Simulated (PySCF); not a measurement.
C₆H₆. Atoms are numbered in the order given.

```xyz
12

C      1.3983     0.0000     0.0000
C      0.6991     1.2109     0.0000
C     -0.6991     1.2109     0.0000
C     -1.3983     0.0000     0.0000
C     -0.6991    -1.2109     0.0000
C      0.6991    -1.2109     0.0000
H      2.4911     0.0000     0.0000
H      1.2456     2.1574     0.0000
H     -1.2456     2.1574     0.0000
H     -2.4911     0.0000     0.0000
H     -1.2456    -2.1574     0.0000
H      1.2456    -2.1574     0.0000
```

Geometry: B3LYP-D3(BJ)/def2-SVP.

The numbers are results of PySCF with HF/def2-TZVP, not measurements.

Atomic charges (e):

| atom | Mulliken | IAO |
|---|---|---|
| C1 | (withheld) | -0.14 |
| C2 | (withheld) | -0.14 |
| C3 | (withheld) | -0.14 |
| C4 | (withheld) | -0.14 |
| C5 | (withheld) | -0.14 |
| C6 | (withheld) | -0.14 |
| H7 | (withheld) | 0.14 |
| H8 | (withheld) | 0.14 |
| H9 | (withheld) | 0.14 |
| H10 | (withheld) | 0.14 |
| H11 | (withheld) | 0.14 |
| H12 | (withheld) | 0.14 |

### Question
Complete the blanks. (The exact figures need the calculation; the answer reports its results.)

### Answer

- C1, Mulliken: -0.13
- C2, Mulliken: -0.13
- C3, Mulliken: -0.13
- C4, Mulliken: -0.13
- C5, Mulliken: -0.13
- C6, Mulliken: -0.13
- H7, Mulliken: 0.13
- H8, Mulliken: 0.13
- H9, Mulliken: 0.13
- H10, Mulliken: 0.13
- H11, Mulliken: 0.13
- H12, Mulliken: 0.13

Computed Mayer and Wiberg (Löwdin basis) orders of the bonds:
```tsv
bond	Mayer	Wiberg
C1–C2	1.45	1.58
C2–C3	1.45	1.58
C3–C4	1.45	1.58
C4–C5	1.45	1.58
C1–C6	1.45	1.58
C5–C6	1.45	1.58
C1–H7	0.97	0.84
C2–H8	0.97	0.84
C3–H9	0.97	0.84
C4–H10	0.97	0.84
C5–H11	0.97	0.84
C6–H12	0.97	0.84
```
